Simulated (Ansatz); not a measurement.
All numbers were calculated with Ansatz.

Basis-set series for C₂H₈OSSi, SMILES `CO[SiH2]CS`. Charge 0, multiplicity 1. All single points use the PBE0-D4/def2-TZVP geometry. It is one conformer, not always the lowest.

| functional | basis | functions | energy (Eh) | HOMO (eV) | LUMO (eV) |
| --- | --- | --- | --- | --- | --- |
| PBE0-D4 | def2-SVP | 118 | -843.19166 | -6.52 | 0.84 |
| PBE0-D4 | def2-TZVPP | 289 | -843.61827 | -6.69 | 0.30 |
| ωB97M-V | def2-SVP | 118 | -843.50094 | -8.72 | 2.74 |
| ωB97M-V | def2-TZVPP | 289 | -843.93498 | -8.91 | 1.96 |

Q: Give the rows for def2-QZVPP. (An estimate is asked.)

A: The calculation gave: 
| functional | basis | functions | energy (Eh) | HOMO (eV) | LUMO (eV) |
| --- | --- | --- | --- | --- | --- |
| PBE0-D4 | def2-QZVPP | 551 | -843.64979 | -6.73 | 0.11 |
| ωB97M-V | def2-QZVPP | 551 | -843.96495 | -8.95 | 1.52 |

Positive LUMOs are unbound and depend on the basis.
